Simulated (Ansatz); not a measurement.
This geometry of C3H8GeO (13 atoms, charge 0, multiplicity 1) is a first-order saddle point.

These are results of Ansatz, RKS B3LYP-D4/def2-SVP, not measurements.

```xyz
13
Properties=species:S:1:pos:R:3
C -1.510 -0.233 0.030
C -0.013 -0.063 -0.129
C 0.826 -1.278 0.276
O 0.372 0.522 -1.365
Ge 0.746 1.728 0.002
H -1.776 -0.506 1.063
H -1.850 -1.045 -0.639
H -2.057 0.680 -0.250
H 0.185 -2.129 0.558
H 1.506 -1.082 1.118
H 1.436 -1.576 -0.591
H 2.262 1.951 0.102
H -0.106 2.997 -0.160
```

Task: Which two structures does it join? (They come from a converged band through this point; their orientation in space is the band's.)

Result: No bond is made or broken. The dihedral Ge5–C2–C3–H10 goes from -27 to 96°. The two ends are copies of one structure, up to a mirror image or an exchange of like atoms.

Image 0:

```xyz
13
Properties=species:S:1:pos:R:3
C -1.502 -0.263 -0.072
C -0.002 -0.057 -0.134
C 0.822 -1.261 0.277
O 0.448 0.576 -1.319
Ge 0.728 1.732 0.119
H -1.824 -0.584 0.930
H -1.783 -1.051 -0.795
H -2.049 0.649 -0.349
H 0.558 -1.606 1.288
H 1.900 -1.046 0.243
H 0.626 -2.086 -0.433
H 2.233 1.972 0.307
H -0.135 2.990 -0.049
```

Image 10:

```xyz
13
Properties=species:S:1:pos:R:3
C -1.507 -0.233 0.072
C -0.015 -0.064 -0.131
C 0.821 -1.265 0.263
O 0.340 0.506 -1.377
Ge 0.767 1.719 -0.025
H -1.746 -0.501 1.112
H -1.865 -1.047 -0.585
H -2.060 0.678 -0.199
H 0.548 -2.116 -0.388
H 0.640 -1.558 1.308
H 1.895 -1.075 0.125
H 2.287 1.934 0.018
H -0.085 2.987 -0.178
```

Task: How far does it lie above each of them?

Result: 0.132 eV above the first and 0.132 eV above the second. This is the barrier of this one path; another mechanism may lie lower.

Run time: 2.9 min on 2 threads of Intel(R) Xeon(R) Platinum 8488C (Sapphire Rapids), on a shared host, peak memory 0.35 GiB.
